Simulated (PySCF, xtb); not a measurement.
FeH2O, SMILES [OH][FeH] (connectivity only; charge and spin as stated), neutral, multiplicity 5.

Harmonic wavenumbers (cm⁻¹) from GFN2-xTB run with xtb 6.7.1 at its own minimum, in rising order: 366, 452, 547, 557, 921, 3726.

Task: What does B3LYP-D3(BJ)/def2-TZVP (PySCF) give at its own minimum? (The exact figures need the calculation; the answer reports its results.)

Result: 249, 269, 381, 703, 1757, 3910. Paired by order, the mean absolute difference is 272 cm⁻¹ and the zero-point energies are 9.4 and 10.4 kcal/mol.
